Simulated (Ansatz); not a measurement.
Total energies of Al10P10H30, a nanocrystal cut from zinc blende AlP (hydrogen-capped) from Ansatz at PBE0-D4/def2-SVP, gas phase (1 Eh = 27.2114 eV = 2625.5 kJ/mol). The reference geometry is relaxed at r2SCAN-D4/def2-SVP.

```xyz
50

Al    1.2945   -2.7314    0.2839
Al   -0.8743   -2.3879   -3.6233
Al   -2.0337   -1.5132    1.6751
Al   -3.7205   -0.5942   -1.8731
Al    3.1723   -0.7478   -2.6573
Al    1.2342    0.1935    2.7569
Al    3.8902    2.0819   -0.3093
Al   -0.1028    0.7638   -0.9046
Al   -3.3005    2.7323    1.0933
Al    0.2417    3.9016    1.5294
P     0.3819   -3.5339   -1.8208
P     3.4253   -1.9870   -0.5541
P     0.0923   -0.7720    0.9035
P    -1.4385   -0.2748   -2.5694
P    -3.2204   -2.3603   -0.2442
P    -3.4200    0.4463    2.0391
P     2.1030    1.1794   -1.6832
P     3.2614    1.2576    1.9404
P     0.0676    2.2251    3.3163
P    -1.1490    2.7109   -0.0341
H     1.3305   -3.8763    1.3833
H     0.0358   -2.2388   -4.9128
H    -2.2321   -3.2333   -3.6325
H    -1.9997   -2.4657    2.9443
H    -4.6577   -1.0985   -3.0524
H    -4.1978    0.5252   -0.8338
H     2.1308   -1.7467   -3.3474
H     4.5635   -0.3881   -3.3331
H     1.5299   -0.8011    3.9581
H     5.1574    1.1569   -0.6214
H     3.9825    3.6645   -0.3080
H    -4.5407    2.9908    0.1403
H    -3.0616    3.5901    2.4224
H     1.7988    3.7155    1.2140
H    -0.3695    5.3073    1.9447
H     1.4435   -4.2654   -2.4176
H    -0.4069   -4.6501   -1.4196
H     4.1941   -3.1640   -0.7561
H     4.2119   -1.3873    0.4625
H    -1.5092    0.6800   -3.6238
H    -2.6348   -3.5460   -0.7571
H    -4.4195   -2.9191    0.2723
H    -4.7533   -0.0238    1.8967
H    -3.4220    0.5839    3.4567
H     1.9472    2.0860   -2.7702
H     4.2917    0.3666    2.3559
H     3.5188    2.2897    2.8820
H     0.6785    2.6944    4.5089
H    -1.2317    1.9756    3.8271
H    -1.2830    3.5878   -1.1480
```

```
                 state   geometry  energy (Eh)
      charge 0 singlet  reference  -5852.18083
      charge 1 doublet  reference  -5851.86810
     charge -1 doublet  reference  -5852.20416
free Al atom (doublet)          –   -242.16443
 free P atom (quartet)          –   -341.02153
 free H atom (doublet)          –     -0.50029
```

Single mean-field runs in def2-SVP are fitted with def2-universal-jkfit.

Q: Work out the vertical ionisation energy to the doublet.

A: E(charge 1 doublet) − E(charge 0 singlet) = -5851.86810 − (-5852.18083) = 0.31273 Eh = 8.51 eV. For comparison, −ε of the highest occupied level is 7.38 eV at this level, 1.13 eV less.

Q: Work out the vertical electron affinity, to the doublet.

A: E(charge 0 singlet) − E(charge -1 doublet) = -5852.18083 − (-5852.20416) = 0.02333 Eh = 0.63 eV. The basis lacks diffuse functions, which makes affinities too small.

Q: Give the fundamental gap IE − EA, the Mulliken electronegativity (IE + EA)/2 and the hardness (IE − EA)/2.

A: From the values in Eh: IE − EA = 0.31273 − 0.02333 = 0.28940 Eh = 7.87 eV; (IE + EA)/2 = 4.57 eV; (IE − EA)/2 = 3.94 eV. The HOMO–LUMO gap of the same run is 5.86 eV, 2.01 eV smaller than the fundamental gap.

Q: What is the binding energy per atom against free atoms?

A: Atoms: 10 × (-242.16443) + 10 × (-341.02153) + 30 × (-0.50029) = -5846.86830 Eh. Binding: -5846.86830 − (-5852.18083) = 5.31253 Eh = 144.56 eV, or 2.89 eV for each of 50 atoms (no zero-point energy, no counterpoise term).

At PBE0-D4/def2-SVP the highest occupied level of the charge -1 doublet lies above zero (up to 0.41 eV). By energy differences its removal costs 0.63 eV (vertical, to the charge 0 singlet, at PBE0-D4/def2-SVP); self-interaction error and the lack of diffuse functions both raise the level.
